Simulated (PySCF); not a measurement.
**Cr(2+): ionisation energy**

Cr(2+) [Ar] 3d4 (5D) → Cr(3+) [Ar] 3d3 (4F), as a difference of total energies. All numbers are calculated (PySCF 2.14, the non-relativistic Hamiltonian (point nucleus), in def2-SVP). Correlated levels: valence: [Ar] frozen. The calculations carry no spin-orbit coupling.

Question: Order these methods by the ionisation energy they give, lowest first.
A. PBE
B. UHF
C. MP2 (valence)
D. MN15

Answer: B (30.837 eV), C (31.193 eV), A (32.711 eV), D (32.947 eV).

These non-relativistic numbers lack the scalar-relativistic shift.

The reference lies between the lowest fine-structure levels, while these numbers refer to the centres of the terms.

Errors of the correlated levels include the incompleteness of this basis and the frozen core.

For comparison: 30.959 ± 0.025 eV (measured; NIST Atomic Spectra Database, ionization energies).
